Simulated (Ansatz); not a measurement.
Pd3S2. The state is a singlet with charge 0. Geometry PBE-D4/def2-SVP.

```xyz
5

Pd   -1.5930   -0.2487    0.5327
Pd    0.5044    1.3422   -0.8812
Pd    1.0228   -1.2729    0.4660
S     0.3691    0.8597    1.3064
S    -0.3034   -0.6802   -1.4239
```

In the def2 sets Pd takes a core potential; there is no spin–orbit coupling. B3LYP takes the VWN-RPA correlation. The restricted singlet is unstable towards broken spin symmetry at other levels; at PBE-D4/def2-TZVP, revPBE-D4/def2-TZVP, r2SCAN-D4/def2-TZVP, B3LYP-D4/def2-TZVP and others this wasn't settled. At PBE-D4/def2-TZVP, revPBE-D4/def2-TZVP an occupied level lies above an empty one. Another isomer (singlet) lies 0.22 eV lower at PBE-D4/def2-TZVP; other spin states weren't run for this one.

(1) Estimate the orbital energies around the gap (eV) in Ansatz with PBE-D4/def2-TZVP, revPBE-D4/def2-TZVP, r2SCAN-D4/def2-TZVP, B3LYP-D4/def2-TZVP, PBE0-D4/def2-SVP.

Results:

(1) 
```csv
orbital,PBE-D4/def2-TZVP,revPBE-D4/def2-TZVP,r2SCAN-D4/def2-TZVP,B3LYP-D4/def2-TZVP,PBE0-D4/def2-SVP
HOMO−5,-5.86,-5.77,-6.00,-7.08,-7.43
HOMO−4,-5.84,-5.75,-6.00,-6.78,-7.09
HOMO−3,-5.58,-5.48,-5.74,-6.76,-7.05
HOMO−2,-5.10,-5.00,-5.22,-6.05,-6.31
HOMO−1,-4.88,-4.78,-4.98,-5.83,-6.10
HOMO,-4.75,-4.65,-4.76,-5.39,-5.57
LUMO,-4.79,-4.68,-4.74,-4.28,-4.20
LUMO+1,-3.54,-3.42,-3.41,-2.91,-2.75
LUMO+2,-2.87,-2.74,-2.58,-2.36,-2.03
LUMO+3,-2.25,-2.13,-1.95,-1.69,-1.34
LUMO+4,-1.87,-1.76,-1.55,-1.28,-0.94
LUMO+5,-0.47,-0.39,-0.18,-0.04,0.19
```
